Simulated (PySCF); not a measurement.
## [SmH3(NH3)]−: from a saddle point downhill

PySCF 2.14.0, RKS PBE0, Sm lcecp-0-SVP with ECP52, H def2-SVP, N def2-SVP; non-relativistic Hamiltonian with scalar-relativistic core potentials where named; density fitting; no spin-orbit coupling. Relaxed within the symmetry of its start, the geometry (C3v) is

```xyz
8

Sm    0.1592   -0.1592    0.1592
H     1.1500    1.7582    1.1500
H    -1.7582   -1.1500    1.1500
H     1.1500   -1.1500   -1.7582
N    -1.4148    1.4148   -1.4148
H    -2.0134    2.0134   -0.8483
H    -0.8483    2.0134   -2.0134
H    -2.0134    0.8483   -2.0134
```

and its lowest harmonic modes are -100, -100, 50, 200, 292, 366 cm⁻¹ (negative: unstable). It was moved along the lowest mode and relaxed again.

**Question.** Where does it end, and how much lower?

**Answer.** In C1, nearly Cs, 0.020 eV lower, after 15 steps:
```xyz
8

Sm    0.0721   -0.0670    0.2646
H     1.4180    1.5014    1.4145
H    -1.5284   -1.3831    1.4031
H     0.6258   -0.6343   -1.9980
N    -1.4439    1.4430   -1.4519
H    -2.1794    2.1433   -1.3683
H    -0.6820    1.8334   -2.0076
H    -1.7964    0.6632   -2.0092
```

**Question.** How do the contacts change?

**Answer.** 
```json
{"contact": "Sm1–H2 (H)", "saddle (Å)": "2.375", "end (Å)": "2.365"}
{"contact": "Sm1–H3 (H)", "saddle (Å)": "2.375", "end (Å)": "2.364"}
{"contact": "Sm1–H4 (H)", "saddle (Å)": "2.375", "end (Å)": "2.397"}
{"contact": "Sm1–N5 (NH3)", "saddle (Å)": "2.726", "end (Å)": "2.743"}
```


**Question.** Is the end a minimum?

**Answer.** No, 1 of the modes stay unstable (below −25 cm⁻¹); lowest modes -144, 53, 145, 220, 329, 348 cm⁻¹.

An lcecp potential fixes the number of 4f electrons, so in runs with it no electron can move into or out of that shell.

State: singlet in the valence, with the 4f electrons in the core potential.
